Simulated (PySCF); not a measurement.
# Static response to an electric field

VSeCl3 (singlet state).
Cartesian coordinates in Å at the PBE0-D3(BJ)/def2-SVP level; atoms count from 1:
```
atom  x, y, z in Å
V1     0.011   -0.021   -0.029
Se2   -0.009   -0.084    2.075
Cl3    2.027   -0.026   -0.678
Cl4   -0.965    1.755   -0.657
Cl5   -0.989   -1.735   -0.773
```

Level: CAM-B3LYP/def2-SVPD (PySCF), static field, nuclei fixed, core orbitals frozen in the response. The polarisability tensor in these axes (au):

```
x   100.14  -0.14  -0.28
y    -0.14 100.55  -0.51
z    -0.28  -0.51 122.36
```

Give the principal values, the mean and the anisotropy Δα = √{½[(α1 − α2)² + (α2 − α3)² + (α1 − α3)²]}.

Principal values 100.09, 100.58 and 122.37 au; mean 107.68 au = 15.96 Å³ = 17.75 × 10⁻⁴⁰ C²·m²/J; Δα = 22.04 au (20 % of the mean).

What is the dipole moment, and where does it point?

(0.00, -0.04, 1.13) D, 1.13 D in size, pointing from the negative to the positive side. Measured along this direction, the outermost atoms are Cl5, Cl4 and Cl3 at the negative end and Se2 at the positive end.

Molar refractivity from α?

Lorentz–Lorenz: R = (4π/3)N_A α = 2.5225 cm³/(mol·Å³) × 15.96 Å³ = 40.3 cm³/mol, in the limit of long wavelengths.

Find the Langevin capture rate constant for H3O+ (19.018 u) meeting this molecule (235.767 u), k = 2.342 × 10⁻⁹ cm³/s × √(α in Å³ / reduced mass in u).

The reduced mass is 17.60 u, so k = 2.23 × 10⁻⁹ cm³/s. The formula leaves out the permanent dipole, which adds to the capture rate.

Rayleigh depolarisation ratio (linearly polarised light, static tensor)?

ρ = 3Δα²/(45ᾱ² + 4Δα²) = 1457.4/(521779 + 1943.2) = 0.00278.

Isolated species at its PBE0-D3(BJ)/def2-SVP geometry, gas phase. The calculation is non-relativistic, for selenium too.

These values come from a run that also computed excited states. Time: 80 s wall, 69 s CPU (with the writing of density and orbital grids); peak memory 0.73 GiB. Hardware: an AMD EPYC with one thread, shared host.
